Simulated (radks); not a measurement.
Species: Ge IV. Configuration: [Ar] 3d10 4s1.

Method: Dirac Kohn-Sham, PBE, spin-unpolarised, spherical densities, point nucleus; computed with a radial shooting solver on a logarithmic mesh with Libxc functionals.

Energy parts (eV):
total: -57057.185
kinetic: 58268.238
electron-nucleus: -136718.865
Hartree: 23536.447
exchange-correlation: -2143.005

Orbitals (lengths in bohr, moments of r in powers of bohr; <r^-3> diverges for s and p1/2; r(90%) holds 90 % of the orbital's charge):
orbital  occ.  eigenvalue (eV)  r(90%)   <1/r>      <r>  <r^-3>  small-component weight
1s1/2       2        -10992.54  0.0840   32.38  0.04700       -                1.34e-02
2s1/2       2        -1405.284   0.325   7.150   0.2098       -                2.60e-03
2p1/2       2        -1253.769   0.297   7.111   0.1812       -                2.58e-03
2p3/2       4        -1221.888   0.302   6.917   0.1848   958.9                2.53e-03
3s1/2       2        -202.4424   0.933   2.292   0.6239       -                5.95e-04
3p1/2       2        -152.4639   0.983   2.165   0.6392       -                5.45e-04
3p3/2       4        -148.1853   0.999   2.119   0.6498   129.7                5.31e-04
3d3/2       4         -63.4411    1.22   1.802   0.7218   14.63                4.05e-04
3d5/2       6         -62.8487    1.23   1.790   0.7266   14.21                4.01e-04
4s1/2       1         -40.4507    2.71  0.7122    1.849       -                9.00e-05
4p1/2       0         -30.3226    3.16  0.6093    2.134       -                6.89e-05
4p3/2       0         -29.9403    3.19  0.6011    2.160   11.71                6.77e-05

The highest occupied level is 4s1/2 at -40.451 eV. Summed over all electrons, <r^2> = 14.74 bohr^2, which gives a Langevin (diamagnetic) susceptibility term of -11.7 x 10^-6 cm^3/mol. The density falls to 0.001 e/bohr^3 at r = 3.04 bohr. For comparison, the ionisation energy in NIST's Atomic Spectra Database is 45.716 eV (measured). In exact Kohn-Sham theory the highest level is minus the ionisation energy, but local and semilocal functionals leave it too shallow, through self-interaction and a potential that decays too fast; potentials with the right tail come closer.

Beside tabulated values, note that spin-unpolarised runs miss the spin-polarisation part of the exchange energy of open shells.
